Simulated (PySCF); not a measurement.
Br(2+): excitation energy

Br(2+) [Ar] 3d10 4s2 4p3 (4S) → Br(2+) [Ar] 3d10 4s1 4p3 5s1 (6S), as a difference of total energies. All numbers are calculated (PySCF 2.14, a scalar-relativistic core potential, in aug-cc-pVDZ-PP with ECP10MDF (5s4p3d, 32 functions)). Correlated levels: valence: 3s2 3p6 3d10 frozen. The calculations carry no spin-orbit coupling.

```tsv
method	excitation energy (cm⁻¹)
UHF	209340
LDA	231470
PBE	229040
PBE0	227110
r2SCAN	227090
TPSSh	228280
M06-2X	227850
B2PLYP	227840
PBEsol	228370
MP2 (valence)	216940
SCS-MP2 (valence)	220070
```

The promoted electron is Rydberg-like, and one or two diffuse shells describe it only roughly, which tends to raise the upper state.
